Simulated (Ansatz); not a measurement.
H7NO6Si2, SMILES `O[Si](O)(O)N[Si](O)(O)O`, relaxed with RKS PBE0-D4/def2-TZVP in Ansatz from a GFN2-xTB geometry. The force threshold is 0.005 eV/Å; the program also tests the step.

Charge 0, multiplicity 1.

Start:

```xyz
16

O    -2.247    1.597    0.206
Si   -1.112    0.601    0.803
O    -1.773   -0.136    2.093
O     0.230    1.357    1.345
N    -0.625   -0.471   -0.454
Si    1.033   -0.670   -0.904
O     1.189   -1.821   -2.036
O     1.898   -1.070    0.407
O     1.647    0.726   -1.485
H    -2.950    1.865    0.791
H    -1.229   -0.720    2.613
H     0.769    1.793    0.689
H    -1.338   -0.824   -1.065
H     1.172   -2.729   -1.751
H     1.881   -0.455    1.137
H     1.455    0.958   -2.389
```

```json
{"step": "1", "energy (eV)": "-29638.1571", "largest force (eV/Å)": "0.730", "largest move (Å)": "0.000"}
{"step": "2", "energy (eV)": "-29638.1875", "largest force (eV/Å)": "0.367", "largest move (Å)": "0.085"}
{"step": "3", "energy (eV)": "-29638.1996", "largest force (eV/Å)": "0.102", "largest move (Å)": "0.054"}
{"step": "4", "energy (eV)": "-29638.2026", "largest force (eV/Å)": "0.260", "largest move (Å)": "0.066"}
{"step": "5", "energy (eV)": "-29638.2101", "largest force (eV/Å)": "0.172", "largest move (Å)": "0.171"}
{"step": "6", "energy (eV)": "-29638.2146", "largest force (eV/Å)": "0.144", "largest move (Å)": "0.040"}
{"step": "7", "energy (eV)": "-29638.2213", "largest force (eV/Å)": "0.207", "largest move (Å)": "0.159"}
{"step": "8", "energy (eV)": "-29638.2328", "largest force (eV/Å)": "0.410", "largest move (Å)": "0.200"}
{"step": "9", "energy (eV)": "-29638.2374", "largest force (eV/Å)": "0.344", "largest move (Å)": "0.024"}
{"step": "10", "energy (eV)": "-29638.2611", "largest force (eV/Å)": "0.129", "largest move (Å)": "0.200"}
{"step": "11", "energy (eV)": "-29638.2641", "largest force (eV/Å)": "0.089", "largest move (Å)": "0.109"}
{"step": "13", "energy (eV)": "-29638.2687", "largest force (eV/Å)": "0.062", "largest move (Å)": "0.045"}
{"step": "15", "energy (eV)": "-29638.2721", "largest force (eV/Å)": "0.213", "largest move (Å)": "0.088"}
{"step": "17", "energy (eV)": "-29638.2733", "largest force (eV/Å)": "0.067", "largest move (Å)": "0.026"}
{"step": "19", "energy (eV)": "-29638.2741", "largest force (eV/Å)": "0.098", "largest move (Å)": "0.074"}
{"step": "21", "energy (eV)": "-29638.2744", "largest force (eV/Å)": "0.017", "largest move (Å)": "0.015"}
{"step": "23", "energy (eV)": "-29638.2747", "largest force (eV/Å)": "0.062", "largest move (Å)": "0.038"}
{"step": "25", "energy (eV)": "-29638.2750", "largest force (eV/Å)": "0.106", "largest move (Å)": "0.041"}
{"step": "27", "energy (eV)": "-29638.2753", "largest force (eV/Å)": "0.067", "largest move (Å)": "0.029"}
{"step": "29", "energy (eV)": "-29638.2756", "largest force (eV/Å)": "0.076", "largest move (Å)": "0.007"}
{"step": "31", "energy (eV)": "-29638.2757", "largest force (eV/Å)": "0.046", "largest move (Å)": "0.008"}
{"step": "33 (rejected)", "energy (eV)": "-29638.2722", "largest force (eV/Å)": "0.473", "largest move (Å)": "0.107"}
{"step": "35", "energy (eV)": "-29638.2762", "largest force (eV/Å)": "0.017", "largest move (Å)": "0.019"}
{"step": "37", "energy (eV)": "-29638.2763", "largest force (eV/Å)": "0.038", "largest move (Å)": "0.007"}
{"step": "39", "energy (eV)": "-29638.2763", "largest force (eV/Å)": "0.004", "largest move (Å)": "0.010"}
{"step": "41", "energy (eV)": "-29638.2763", "largest force (eV/Å)": "0.004", "largest move (Å)": "0.007"}
```

End:

```xyz
16

O    -2.459    1.461    0.022
Si   -1.238    0.677    0.769
O    -1.891    0.106    2.155
O     0.047    1.595    1.190
N    -0.662   -0.499   -0.337
Si    0.955   -0.787   -0.770
O     0.886   -1.741   -2.094
O     1.849   -1.486    0.405
O     1.738    0.645   -1.049
H    -3.097    1.886    0.597
H    -1.274   -0.217    2.813
H     0.721    1.715    0.512
H    -1.349   -1.084   -0.789
H     1.618   -2.344   -2.228
H     2.637   -1.013    0.677
H     1.519    1.086   -1.873
```

Hardware: 2 threads of an AMD EPYC 7R13 on a shared host and a share of an NVIDIA H100 80 GB. Wall time 3.4 min, peak host memory 1 GiB.
